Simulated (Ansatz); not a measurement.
`NB[SiH2]N` + `N[SiH](O)F` → `N[SiH2]O[SiH](N)F` + `BN`  (cleavage of the Si–B bond)

Program: Ansatz. Geometries: PBE0-D4/def2-TZVP. ΔE: electronic, gas phase. CBS: MP2 limit from def2 TZ/QZ plus the TZ coupled-cluster correction, frozen cores. This one scheme is used for every species. Functionals use def2-TZVPP. Each species was taken in one conformer, which may not be the lowest.

`NB[SiH2]N`:

Z-matrix (Å, degrees):
```
Si
B 1 2.022
N 1 1.737 2 116.7
H 1 1.493 2 110.1 3 120.1
H 1 1.499 2 108.9 3 -122.2
N 2 1.388 1 120.3 3 126.2
H 2 1.202 1 122.7 3 -53.2
H 3 1.008 1 118.8 2 -54.1
H 3 1.008 1 117.6 2 82.2
H 6 1.007 2 123.6 1 179.6
H 6 1.007 2 123.1 1 0.3
```

`N[SiH](O)F`:

Cartesian coordinates in Å:
```
N 1.045 0.370 0.423
Si -0.252 -0.352 -0.404
O -1.646 -0.137 0.411
F -0.261 0.367 -1.829
H 1.857 0.690 -0.079
H 1.264 0.126 1.374
H -0.193 -1.802 -0.657
H -1.815 0.740 0.761
```

`N[SiH2]O[SiH](N)F`:

```xyz
13

N    -1.427   -0.628   -1.102
Si    0.188   -0.334   -1.607
O     1.049    0.469   -0.471
Si    1.093    0.799    1.116
N    -0.115   -0.104    1.886
F     0.901    2.379    1.264
H    -1.766   -1.574   -1.042
H    -2.169    0.015   -1.326
H     0.222    0.518   -2.819
H     0.812   -1.658   -1.842
H     2.422    0.524    1.691
H    -0.256   -0.084    2.881
H    -0.956   -0.322    1.371
```

`BN`:

Cartesian coordinates in Å:
```
B -0.147 -0.433 0.507
N 0.151 0.445 -0.521
H 0.435 -1.478 0.564
H -0.977 -0.125 1.312
H -0.298 1.339 -0.630
H 0.837 0.252 -1.231
```

Is it downhill or uphill in electronic energy at CCSD(T)/CBS, and by how much? (An estimate is asked.)

Computed: Downhill: ΔE = -157.2 kJ/mol.

What do these levels give: PBE-D4, PBE0-D4, ωB97X-V, ωB97M-V, B2PLYP, PBE0, SCS-MP2/def2-TZVPP, CCSD/def2-TZVPP, HF/def2-QZVPP, MP2/def2-QZVPP, SCS-MP2/def2-QZVPP, MP2/CBS(def2)? (Estimate.)

Computed: PBE-D4 -135.2, PBE0-D4 -144.4, ωB97X-V -155.5, ωB97M-V -160.1, B2PLYP -159.3, PBE0 -140.4, SCS-MP2/def2-TZVPP -164.4, CCSD/def2-TZVPP -158.8, HF/def2-QZVPP -179.7, MP2/def2-QZVPP -164.4, SCS-MP2/def2-QZVPP -165.5, MP2/CBS(def2) -164.0 kJ/mol.

Largest T1 diagnostic among the species: 0.013.

In def2-TZVPP, CCSD(T) changes the Hartree–Fock value by +21.2 kJ/mol (the triples alone add +2.5 kJ/mol) and MP2 by +14.4 kJ/mol. The D4 term adds −6.7 kJ/mol with B3LYP and −4.0 kJ/mol with PBE0; it sums over pairs of atoms, weighted by their polarisabilities, and B3LYP, whose exchange is more repulsive, gets the larger term. From PBE to PBE0 (25 % exact exchange), in def2-TZVPP and without D4, ΔE moves by −9.5 kJ/mol.

B3LYP here is the variant with VWN-RPA as its local correlation; programs differ in this.
